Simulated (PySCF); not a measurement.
B(H)(OH)2 (BH₃O₂), SMILES OBO.

The structure is a stationary point at PBE-D3(BJ)/def2-TZVP. The values are those of a single conformer.

These are PBE/def2-TZVPD (PySCF) values and carry that method's errors.

Symmetry labels are those of the subgroup Cs that the program uses (full group Cs).

Computed valence orbital energies around the gap with their symmetry:
```csv
orbital,symmetry,energy (eV)
HOMO−7,A',-25.21
HOMO−6,A',-14.10
HOMO−5,A',-13.44
HOMO−4,A',-10.67
HOMO−3,A",-9.44
HOMO−2,A',-8.97
HOMO−1,A',-8.10
HOMO,A",-7.79
LUMO,A',-0.64
LUMO+1,A",-0.29
LUMO+2,A',-0.11
LUMO+3,A',0.90
```
